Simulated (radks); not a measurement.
Values are calculated unless marked as measured or tabulated.
Spherical quantum dot in the effective-mass picture: electrons in a hard-walled sphere of radius 1.74, all in effective atomic units (hartree* = m*/eps^2 hartree, bohr* = eps/m* bohr), one dielectric constant everywhere. Level of theory: non-relativistic Kohn-Sham, LDA (Slater exchange, Perdew-Wang correlation), spin-polarised, spherical densities (a radial shooting solver with Libxc functionals). Levels are named by radial order and angular momentum (1s, 1p, 1d, 2s, ...), and open shells are averaged over m. Results are scaled to m* = 0.051 and eps = 15, for which hartree* = 6.168 meV and bohr* = 15.56 nm.

N = 11, configuration 1s2 1p6 1d(up 3, down 0). This is the lowest configuration that the search found. Occupied and some empty levels:

level,occupation,eigenvalue (meV),<r> (nm)
1s up,1,62.772,15.44
1s down,1,63.528,15.36
1p up,3,70.726,17.15
1p down,3,71.578,17.12
1d up,3,82.225,18.27
1d down,0,83.120,18.26
2s up,0,93.513,12.88
2s down,0,93.987,12.91
1f up,0,96.813,19.10
1f down,0,97.723,19.10
2p up,0,113.14,14.40
2p down,0,113.70,14.40

Energy (meV): total 509.132, kinetic 253.20, external 0, Hartree 306.72, exchange-correlation -50.784.
